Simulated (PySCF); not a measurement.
Input of a run (PBE0-D3(BJ)/def2-SVP geometry optimisation, gas phase (PySCF 2.14.0)), started from a GFN2-xTB structure with every atom displaced at random (by about 0.01 Å):
```
{"job": {"xc": "PBE0", "basis": "def2-SVP", "d3": "d3bj", "grid": 1, "shake": 0.01, "kind": "geom"}, "charge": 0, "multiplicity": 1}
B     -0.659650     1.153660    -0.442510
B     -0.536980    -0.312270     0.218510
C     -1.764780    -1.321870     0.412310
S      1.080150    -0.916130     0.782540
C      2.207910     0.437760     0.407870
H     -0.892620     2.146980     0.190660
H     -0.544300     1.373220    -1.597560
H     -2.514910    -0.867640     1.024440
H     -2.208360    -1.558780    -0.515670
H     -1.452740    -2.256640     0.903510
H      1.899280     1.334050     0.965660
H      2.227370     0.635710    -0.643130
H      3.165450     0.135040     0.739930
```

Output (energies in Eh, forces in Eh/bohr):
```
step   0  E = -528.38065015  max force = 0.039169
step   1  E = -528.38648479  max force = 0.009950
step   2  E = -528.38719007  max force = 0.002929
step   3  E = -528.38742460  max force = 0.002036
step   4  E = -528.38747923  max force = 0.001430
step   5  E = -528.38750941  max force = 0.000244
step   6  E = -528.38752283  max force = 0.000484
step   7  E = -528.38753599  max force = 0.000917
step   8  E = -528.38754245  max force = 0.000861
step   9  E = -528.38754506  max force = 0.000365
optimisation converged
```

Q: Summarise the run.

A: The energy falls by 4.3 kcal/mol over 10 energy and gradient evaluations, the largest force component goes from 0.0392 to 3.6e-04 Eh/bohr, and the atoms move by 0.054 Å rms after alignment. The bond that changes most is B1–B2 (both ends three-coordinate boron), which lengthens by 0.061 Å. Bonds longer at the end by more than 0.005 Å: 8 of 12; shorter: 2. Among the angles that change most is H6–B1–H7, from 112.4° to 115.8°. The energy never rose by more than 1e-6 Eh on the way. The first step brought 85 % of the lowering.

Q: What are the final bond lengths?

A: B1–B2 1.674 Å, B2–C3 1.579 Å, B2–S4 1.786 Å, S4–C5 1.819 Å, B1–H6 1.213 Å, B1–H7 1.213 Å, C3–H8 1.104 Å, C3–H9 1.103 Å, C3–H10 1.101 Å, C5–H11 1.099 Å, C5–H12 1.099 Å, C5–H13 1.098 Å. Numbering counts from 1 in the input's order; the species is `BB(C)SC`.

The run used 114 basis functions and 59 SCF cycles in all.

PBE0-D3(BJ)/def2-SVP frequencies: not computed here. One conformer, not necessarily the lowest.

Shape of the structure used: `[BH2:1][B:2]([CH3:3])[S:4][CH3:5]`: B1–B2–S4–C5 0°.
